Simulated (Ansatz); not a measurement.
C4H8Si can be A, `C=C=C[SiH2]C`, or B, `CCC1=C[SiH2]1`.

Gas-phase electronic energies from Ansatz, PBE0-D4/def2-TZVP geometries. CBS: MP2 limit from def2 TZ/QZ plus the TZ coupled-cluster correction, frozen cores. DFT in def2-TZVPP. B3LYP here is the variant with VWN-RPA as its local correlation; programs differ in this. One conformer a species, not always the lowest.

Question: Which isomer does CCSD(T)/CBS put lower? Give the gap. (Best estimate.)

Answer: Computed: A, by 12.5 kcal/mol.

Question: Give E(B) − E(A) in kcal/mol with CCSD(T)/def2-TZVPP, MP2/def2-TZVPP, B3LYP-D4, PBE0-D4, CCSD/def2-TZVPP, B3LYP, B2PLYP. (Best estimate.)

Answer: Ansatz gave: CCSD(T)/def2-TZVPP 12.7, MP2/def2-TZVPP 10.4, B3LYP-D4 16.6, PBE0-D4 11.1, CCSD/def2-TZVPP 12.9, B3LYP 16.6, B2PLYP 14.6. None reverses the order clearly.

Largest T1 diagnostic: 0.012.

In def2-TZVPP, CCSD(T) changes the Hartree–Fock value by −3.5 kcal/mol (the triples alone add −0.1 kcal/mol) and MP2 by −5.8 kcal/mol. From PBE to PBE0 (25 % exact exchange), in def2-TZVPP and without D4, E(B) − E(A) moves by −1.8 kcal/mol.
